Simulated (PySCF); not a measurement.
# Radial density of Tl²⁺ (thallium, charge +2)

TPSSh, [Xe] 4f14 5d10 6p1, 2P determinant (an excited configuration). All numbers are calculated (PySCF 2.14, a scalar-relativistic core potential, in def2-QZVPPD with the def2 core potential (60 electrons) (8s6p5d4f1g, 88 functions)). This is the valence pseudo-density: the core potential removes the inner electrons and smooths the orbitals near the nucleus.

| r (bohr) | 4πr²ρ (e/bohr) | 4πr²(ρα − ρβ) |
| --- | --- | --- |
| 0.0369 | 1.558e-05 | 0.0000 |
| 0.0620 | 3.243e-05 | 0.0000 |
| 0.104 | 0.0001591 | 0.0000 |
| 0.175 | 0.001878 | 0.0000 |
| 0.295 | 0.05596 | 0.0004 |
| 0.496 | 2.496 | 0.0186 |
| 0.835 | 18.37 | 0.0568 |
| 1.40 | 10.85 | 0.0244 |
| 2.36 | 1.679 | 0.4732 |
| 3.97 | 0.1932 | 0.1748 |
| 6.68 | 0.003361 | 0.0033 |

Energies and moments cover only the electrons outside the core potential. Spin-orbit coupling, absent here, splits the open shell strongly.
